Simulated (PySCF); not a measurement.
## Electric field gradients and quadrupole coupling constants

Species: C7H11FO.
Geometry (GFN2-xTB, Å), atoms numbered from 1 in this order:
```xyz
20
C7H11FO angstrom
C      0.125    1.555    1.393
C      0.121    0.655    0.175
C     -1.027   -0.369    0.037
C     -2.013   -0.130   -1.091
C      0.009   -1.485   -0.186
C      1.142   -0.525    0.204
C      2.236   -0.369   -0.780
O      2.296   -0.685   -1.917
F      3.294    0.308   -0.226
H     -0.695    2.268    1.332
H      1.060    2.109    1.452
H      0.009    0.972    2.304
H      0.232    1.251   -0.733
H     -1.563   -0.491    0.980
H     -2.594    0.771   -0.905
H     -2.697   -0.971   -1.178
H     -1.487   -0.014   -2.036
H     -0.091   -2.367    0.442
H      0.082   -1.790   -1.228
H      1.555   -0.681    1.200
```

Field gradients from the PBE0/pcSseg-1 density (PySCF, non-relativistic), principal values in atomic units, ordered |Vxx| ≤ |Vyy| ≤ |Vzz|:

| atom | Vxx | Vyy | Vzz |
| --- | --- | --- | --- |
| O8 | 0.4566 | 1.0946 | -1.5512 |

**Question.** Find the asymmetry η = (Vxx − Vyy)/Vzz and the couplings χ = eQV/h (234.96 MHz × Q in barn × V in au), with Q(17O) = −0.0256 b.

**Answer.** 
```csv
atom,environment,nucleus,η,χzz (MHz),χxx (MHz),χyy (MHz)
O8,carbonyl oxygen,17O,0.41,9.33,-2.75,-6.58
```

**Question.** What is Vzz at O8 in SI units (1 au = 9.71736 × 10²¹ V/m²)?

**Answer.** -1.5512 au = -15.073 × 10²¹ V/m².

Were the hydrogens deuterons (Q(2H) = 0.00286 b), χzz would run from 200 kHz (H13) to 212 kHz (H18, H16, H15 and H10).

One conformer (not necessarily the lowest) at the GFN2-xTB geometry, without solvent, vibrations or thermal averaging. GFN2-xTB bond lengths can be off by several hundredths of an ångström, more for odd bonds, and the gradients follow them. The small basis limits the accuracy of the gradients.

These values come from a run that also computed NMR shieldings. Cost: about 1.7 min of CPU time on one thread; the machine was shared, so the figure is rough.
